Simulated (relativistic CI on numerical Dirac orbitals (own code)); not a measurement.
**Slater and spin-orbit integrals, Hf+**

Computed by Dirac-Coulomb-Breit CI, separate exchange-only KLI orbitals for each configuration, model QED (radiative potential, 1s self-energy scaled to tabulated hydrogen-like ionisation energies), valence Slater integrals scaled by 0.85, P86 correlation energy added to each configuration (own radial code, finite nucleus).

Slater integrals F^k, G^k are unscaled and averaged over j, outside the closed core [Xe] 4f14; ζ comes from projecting the Hamiltonian with its Breit term on Σ l·s of the shell.

- 5d.6s2: ζ(5d) = 1291.5 cm⁻¹; <r>(5d) = 2.238, <r^2>(5d) = 6.036 (bohr units).
- 5d2.6s: F^2(5d,5d) = 43038, F^4(5d,5d) = 27684, ζ(5d) = 1084.7, G^2(5d,6s) = 23255 cm⁻¹; <r>(5d) = 2.31, <r^2>(5d) = 6.454, <r>(6s) = 3.227, <r^2>(6s) = 11.74 (bohr units).
- 5d.6s.6p: ζ(5d) = 1410.1, G^2(5d,6s) = 22724, F^2(5d,6p) = 21003, G^1(5d,6p) = 13666, G^3(5d,6p) = 9980.3, G^1(6s,6p) = 32600, ζ(6p) = 3299.3 cm⁻¹; <r>(5d) = 2.169, <r^2>(5d) = 5.633, <r>(6s) = 3.14, <r^2>(6s) = 11.11, <r>(6p) = 4.079, <r^2>(6p) = 18.77 (bohr units).

(1) Give the Racah parameters of the d shell in 5d2.6s.

In this model ζ of a weakly bound d, f or g electron outside closed shells comes out too small, for d by up to a factor of two or three and at times with the wrong sign; that of an outer p electron is too small as well.

Correlation outside the listed configurations is missing or only estimated: errors of thousands of cm⁻¹ between configurations and terms are usual at this charge. Rates and lifetimes follow the computed energies and can be off by large factors. The fine structure of a lone outer electron comes out too small, for d and f at times inverted, and misplaced configurations move strength between like terms. 11 of the 18 excited levels that our extract of the measured tables holds in this range could be paired (the sources list more); they are missed by 2601 cm⁻¹ on average and 4343 at most, and levels without a partner can miss by more. Some levels of the ground configuration have no partner and can miss by 10 % or more.

Averages of the first 10 configurations, taken without configuration mixing, which lowers the lowest level and can move excited configurations by several eV; other configurations of the list can lie among them:

| Configuration | Parity | States | Average energy above the lowest level (eV) |
| --- | --- | --- | --- |
| 5d.6s2 | even | 10 | 1.1 |
| 5d2.6s | even | 90 | 1.7 |
| 5d.6s.6p | odd | 120 | 5.0 |
| 5d2.6p | odd | 270 | 5.9 |
| 5d3 | even | 120 | 3.5 |
| 6s2.6p | odd | 6 | 5.4 |
| 5d.6s.6d | even | 200 | 10.1 |
| 5d2.6d | even | 450 | 10.1 |
| 5d.6s.6f | odd | 280 | 12.9 |
| 6s2.5f | odd | 14 | 13.0 |

Results:

(1) B = F²/49 − 5F⁴/441 = 564 cm⁻¹ and C = 35F⁴/441 = 2197 cm⁻¹; values fitted to spectra at such low charge are typically 15 to 30 % smaller.
